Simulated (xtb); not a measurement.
xtb input:

```bash
xtb mol.xyz --gfn 2 --ohess tight --chrg -1 --uhf 0
```
mol.xyz:
```
11

C      1.86725214    -0.46157946    -0.18119148
O      0.50159194    -0.74510363    -0.40648357
B     -0.50017701     0.23593358     0.09537563
N     -0.08748102     1.34825883     0.75415159
N     -1.84614794    -0.32756204    -0.15067649
H      2.06450354     0.56299913    -0.55317619
H      2.47151432    -1.17633961    -0.64876079
H      2.06715839    -0.38302307     0.95200118
H     -0.91767166     1.91600685     1.06137518
H     -1.88821265    -0.96245257    -0.99190256
H     -2.59791006     0.36353016    -0.25255084
```

### Question
Which total energy does the run end on?

### Answer
-16.55066 Eh (GFN2-xTB).

It need not be the lowest isomer of its formula. Whether it binds its extra electron was not tested at this geometry.
